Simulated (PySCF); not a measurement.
CH₃Cl, charge +1, doublet, geometry from GFN2-xTB (a state made from the parent by changing its charge; the spin is typed, not shown lowest); SVWN5/def2-SV(P) (PySCF).

Input for PySCF:
```python
from pyscf import gto, scf, dft

mol = gto.Mole()
mol.atom = '''
    C    -1.082671   -0.021148   -0.031958
    Cl    0.640655    0.012514    0.018911
    H    -1.428599   -0.674423   -0.850335
    H    -1.486111   -0.405169    0.919851
    H    -1.480403    0.993740   -0.199249
'''
mol.basis = 'def2-sv(p)'
mol.charge = 1
mol.spin = 1
mol.verbose = 4
mol.build()

mf = dft.UKS(mol)
mf.xc = 'lda,vwn'
mf.kernel()
mf.analyze()
```

Problem. What does PySCF print? Leave out banner, timings and long lists.

Solution. 
```
PySCF version 2.14.0

[INPUT] verbose = 4
[INPUT] num. atoms = 5
[INPUT] num. electrons = 25
[INPUT] charge = 1
[INPUT] spin (= nelec alpha-beta = 2S) = 1
[INPUT] symmetry False subgroup None
[INPUT] Mole.unit = angstrom
[INPUT] Symbol           X                Y                Z      unit          X                Y                Z       unit  Magmom
[...]
nuclear repulsion = 52.3227208302594
number of shells = 20
number of NR pGTOs = 72
number of NR cGTOs = 38
basis = def2-sv(p)
ecp = {}

******** <class 'pyscf.dft.uks.UKS'> ********
method = UKS
initial guess = minao
damping factor = 0
level_shift factor = 0
DIIS = <class 'pyscf.scf.diis.CDIIS'>
diis_start_cycle = 1
diis_space = 8
diis_damp = 0
SCF conv_tol = 1e-09
SCF conv_tol_grad = None
SCF max_cycles = 50
direct_scf = True
direct_scf_tol = 1e-13
number electrons alpha = 13  beta = 12
XC library pyscf.dft.libxc version 7.1.2
    S. Lehtola, C. Steigemann, M. J. T. Oliveira, and M. A. L. Marques,  SoftwareX 7, 1–5 (2018)
XC functionals = lda,vwn
    P. A. M. Dirac,  Math. Proc. Cambridge Philos. Soc. 26, 376 (1930)
    F. Bloch,  Z. Phys. 57, 545 (1929)
    S. H. Vosko, L. Wilk, and M. Nusair,  Can. J. Phys. 58, 1200 (1980)
radial grids:
    Treutler-Ahlrichs [JCP 102, 346 (1995); DOI:10.1063/1.469408] (M4) radial grids

becke partition: Becke, JCP 88, 2547 (1988); DOI:10.1063/1.454033
pruning grids: <function nwchem_prune>
grids dens level: 3
symmetrized grids: False
atomic radii adjust function: <function treutler_atomic_radii_adjust>
small_rho_cutoff = 0
Set gradient conv threshold to 3.16228e-05
tot grids = 62424
init E= -498.033644867205

cycle= 1 E= -497.618292356391  delta_E= 0.415  |g|= 0.184  |ddm|= 1.51
cycle= 2 E= -497.521169426106  delta_E= 0.0971  |g|= 0.419  |ddm|= 1.13
cycle= 3 E= -497.632791666883  delta_E= -0.112  |g|= 0.0853  |ddm|= 0.467
cycle= 4 E= -497.63431535844  delta_E= -0.00152  |g|= 0.0682  |ddm|= 1.09
cycle= 5 E= -497.6358455658  delta_E= -0.00153  |g|= 0.0481  |ddm|= 1.08

cycle= 6 E= -497.636137807473  delta_E= -0.000292  |g|= 0.0436  |ddm|= 1.08

cycle= 7 E= -497.636208037009  delta_E= -7.02e-05  |g|= 0.0424  |ddm|= 0.869

cycle= 8 E= -497.636269704263  delta_E= -6.17e-05  |g|= 0.0412  |ddm|= 1.02

cycle= 9 E= -497.636312947978  delta_E= -4.32e-05  |g|= 0.0402  |ddm|= 1.07

cycle= 10 E= -497.636304592263  delta_E= 8.36e-06  |g|= 0.0404  |ddm|= 0.0363

cycle= 11 E= -497.6363020708  delta_E= 2.52e-06  |g|= 0.0407  |ddm|= 0.688

[...]
SCF not converged.
Total Energy =                        -497.636139247447431
[...]
[...]
To work with the spin densities directly, `use mulliken_meta_spin()` only printing them here.

 ** Mulliken spin pop alpha/beta on meta-lowdin orthogonal AOs **
 ** Mulliken Spin Density (per AO)  **
spin_pop of  0 C 1s       -0.00000
spin_pop of  0 C 2s       -0.00212
spin_pop of  0 C 3s        0.00015
spin_pop of  0 C 2px      -0.01027
spin_pop of  0 C 2py       0.04810
spin_pop of  0 C 2pz       0.06587
spin_pop of  0 C 3px       0.00014
spin_pop of  0 C 3py       0.00051
spin_pop of  0 C 3pz       0.00059
spin_pop of  0 C 3dxy      0.00017
spin_pop of  0 C 3dyz      0.00031
spin_pop of  0 C 3dz^2     0.00005
spin_pop of  0 C 3dxz      0.00025
spin_pop of  0 C 3dx2-y2   -0.00002
spin_pop of  1 Cl 1s        0.00000
spin_pop of  1 Cl 2s       -0.00001
spin_pop of  1 Cl 3s        0.00310
spin_pop of  1 Cl 4s        0.00004
spin_pop of  1 Cl 2px      -0.00000
spin_pop of  1 Cl 2py       0.00002
spin_pop of  1 Cl 2pz       0.00003
spin_pop of  1 Cl 3px       0.00857
spin_pop of  1 Cl 3py       0.31632
spin_pop of  1 Cl 3pz       0.42530
spin_pop of  1 Cl 4px       0.00030
spin_pop of  1 Cl 4py       0.00087
spin_pop of  1 Cl 4pz       0.00093
spin_pop of  1 Cl 3dxy     -0.00005
spin_pop of  1 Cl 3dyz      0.00001
spin_pop of  1 Cl 3dz^2    -0.00002
spin_pop of  1 Cl 3dxz     -0.00005
spin_pop of  1 Cl 3dx2-y2   -0.00005
spin_pop of  2 H 1s        0.09056
spin_pop of  2 H 2s        0.00155
spin_pop of  3 H 1s        0.02076
spin_pop of  3 H 2s        0.00083
spin_pop of  4 H 1s        0.02639
spin_pop of  4 H 2s        0.00089
 ** Mulliken Spin Density (per atom)  **
spin density of  0 C =      0.10373
spin density of  1 Cl =      0.75529
spin density of  2 H =      0.09211
spin density of  3 H =      0.02159
spin density of  4 H =      0.02728
 ** Mulliken pop alpha/beta on meta-lowdin orthogonal AOs **
 ** Mulliken pop       alpha | beta **
[...]
In total            13.00000 | 12.00000
 ** Mulliken atomic charges   ( Nelec_alpha | Nelec_beta ) **
charge of  0C =     -0.25096  (     3.17735      3.07362 )
charge of  1Cl =      0.56149  (     8.59690      7.84161 )
charge of  2H =      0.27671  (     0.40770      0.31559 )
charge of  3H =      0.20347  (     0.40906      0.38747 )
charge of  4H =      0.20929  (     0.40899      0.38172 )

WARN: System has nonzero charge 1; the dipole moment is origin-dependent.
Location of origin: [0. 0. 0.]

Dipole moment(X, Y, Z, Debye): -2.20315, -0.26293, -0.38275
```

Convergence was not reached.
